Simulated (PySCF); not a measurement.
## Excitation energy of Mg by level of theory

Mg [Ne] 3s2 (1S) → Mg [Ne] 3d2 (3F), as a difference of total energies. Calculation: PySCF 2.14, in aug-cc-pCVDZ; no relativity, point nucleus. Correlated levels: valence: [Ne] frozen; valence and next inner shell: 1s2 frozen; nothing frozen. The calculations carry no spin-orbit coupling.

| method | excitation energy (eV) |
| --- | --- |
| UHF | 13.993 |
| LDA | 14.281 |
| PBE | 13.764 |
| PBE0 | 13.974 |
| LC-wPBE | 14.670 |
| BHandHLYP | 14.581 |
| B3LYP | 14.246 |
| MP2 (valence) | 14.579 |
| SCS-MP2 (valence) | 14.701 |
| MP2 (valence and next inner shell) | 14.700 |
| SCS-MP2 (valence and next inner shell) | 14.790 |
| MP2 (all electrons) | 14.699 |
| SCS-MP2 (all electrons) | 14.789 |

Task: Estimate what r2SCAN gives.

Result: 13.771 eV, closest to PBE among the rows shown.

Task: Estimate what BP86 gives.

Result: 13.717 eV, closest to PBE among the rows shown.

The upper state lies above the first ionisation limit, where it may autoionise and the basis confines it.

The promoted electron is Rydberg-like, and one or two diffuse shells describe it only roughly, which tends to raise the upper state.
